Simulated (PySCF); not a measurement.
Electron correlation in Mo (molybdenum, neutral)

[Kr] 4d5 5s1, high-spin 7S determinant. Computed with PySCF 2.14 in aug-cc-pVTZ-DK (9s8p6d3f2g, 102 functions), with the spin-free X2C one-electron Hamiltonian (Gaussian nucleus). Frozen: [Kr]; 6 electrons correlated.

MP2 pair energies summed by pair of shells (mhartree):

```
 pair  energy  share (%)
4d-4d  -60.51       75.5
4d-5s  -19.59       24.5
```

Total MP2 correlation energy: -80.10 mhartree.

Same-spin part -80.10 and opposite-spin part 0.00 mhartree; SCS-MP2 scales them by 1/3 and 6/5 to -26.70 mhartree.
